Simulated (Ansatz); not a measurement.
Computed with Ansatz.

A structure relaxed at PBE0-D4/def2-TZVP, charge 0, multiplicity 1:

```tsv
atom	x (Å)	y (Å)	z (Å)
C1	-0.4134	0.7763	1.0124
C2	0.1349	-0.4313	0.2944
N3	0.9829	-0.1583	-0.9169
Al4	-0.3850	-1.0542	-1.4568
H5	-1.1266	0.4793	1.7871
H6	0.3872	1.3436	1.5075
H7	-0.9229	1.4626	0.3301
H8	0.6025	-1.1261	1.0001
H9	1.8417	0.3604	-0.8342
H10	-1.1013	-1.6524	-2.7236
```

(1) Give its formula and SMILES.

(2) Summarise the bond lengths by kind.

Results:

(1) C2H6AlN, `C[CH]1[NH][AlH]1`.

(2) 1 × C–C 1.508 Å; 4 × C–H 1.094 to 1.099 Å; 1 × C–N 1.504 Å; 1 × Al–C 1.930 Å; 1 × Al–N 1.722 Å; 1 × H–N 1.007 Å; 1 × Al–H 1.573 Å.
